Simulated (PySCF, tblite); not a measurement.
Isomers of C4H8F3OP, one GFN2-xTB conformer each. Single-point energies are computed at PBE0/pcSseg-1 (PySCF, gas phase, no added dispersion term), electronic only.

Problem. Rank them by PBE0/pcSseg-1 energy, lowest first (kJ/mol).
A. `[CH3:1][O:2][CH2:3][PH:4][CH2:5][C:6]([F:7])([F:8])[F:9]` with C1–O2–C3–P4 173°, O2–C3–P4–C5 -49°, C3–P4–C5–C6 -81°
B. `[CH3:1][CH2:2][P:3]([CH2:4][OH:5])[C:6]([F:7])([F:8])[F:9]` with C1–C2–P3–C4 -77°, C2–P3–C4–O5 83°, P3–C4–O5–H 69°
C. `[OH:1][CH2:2][PH:3][CH2:4][CH2:5][C:6]([F:7])([F:8])[F:9]` with H–O1–C2–P3 66°, O1–C2–P3–C4 70°, C2–P3–C4–C5 173°, P3–C4–C5–C6 178°

Solution. C (0.0), B (22.3), A (32.3).

As drawn, the lowest has an O–H bond, which the highest lacks. Neighbours about 10 kJ/mol apart or less (CCP(CO)C(F)(F)F and COCPCC(F)(F)F) can change places with a better method, another conformer or zero-point energy. GFN2-xTB itself gives, in the same order: 1.3, 10.4, 0.0. GFN2-xTB puts COCPCC(F)(F)F lowest instead; measured from each level's own lowest isomer, the values differ by up to 32.3 kJ/mol (COCPCC(F)(F)F: 0.0 against 32.3).

Problem. Which frontier levels, dipoles and rotational constants go with these structures?

Solution. 
```csv
SMILES,"HOMO (eV, PBE0/pcSseg-1)",LUMO (eV),dipole (D),"A, B, C (MHz)"
OCPCCC(F)(F)F,-7.33,0.29,2.99,"2908, 533.7, 503.3"
CCP(CO)C(F)(F)F,-7.54,0.05,1.49,"1898, 996.8, 786.4"
COCPCC(F)(F)F,-7.49,0.77,2.75,"2092, 855.8, 713.6"
```

Problem. What happens when harmonic zero-point energies from GFN2-xTB frequencies are added?

Solution. 
```csv
SMILES,ZPE (kJ/mol),electronic (kJ/mol),with ZPE (kJ/mol)
OCPCCC(F)(F)F,311.1,0.0,0.0
CCP(CO)C(F)(F)F,314.3,22.3,25.5
COCPCC(F)(F)F,309.9,32.3,31.1
```

The zero-point energies span 4.4 kJ/mol. The order is unchanged.
